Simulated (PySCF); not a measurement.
**Selenium: a sound run and one with changed settings**

Sound run: Se⁺ [Ar] 3d10 4s2 4p3, Se²⁺ [Ar] 3d10 4s2 4p2. Computed with PySCF 2.14 in def2-SVP (5s4p3d, 32 functions), with the non-relativistic Hamiltonian (point nucleus). In the sound run the correlated levels freeze [Ar] 3d10. The sound run starts from symmetry-adapted Hartree-Fock orbitals and uses a fine grid where one is needed.

A second run was set up differently.

| species | method | sound run (hartree) | changed run (hartree) | converged |
| --- | --- | --- | --- | --- |
| Se⁺ | MP2 | -2399.27455 | -2399.22898 | yes |
| Se⁺ | CCSD(T) | -2399.29078 | -2399.23368 | yes |
| Se²⁺ | MP2 | -2398.49403 | -2398.45243 | yes |
| Se²⁺ | CCSD(T) | -2398.51229 | -2398.45438 | yes |

Ionisation energy of Se⁺:

```tsv
method	sound run (eV)	changed run (eV)
UHF	20.878	20.878
MP2	21.239	21.131
SCS-MP2	21.109	20.963
CCSD	21.179	21.205
CCSD(T)	21.184	21.206
```

Task: What was changed?
A. all electrons correlated in a valence basis
B. a valence shell is frozen
C. minimal basis
D. basis contracted for another Hamiltonian

Result: B. Freezing a valence shell removes pair correlation that changes on ionisation.
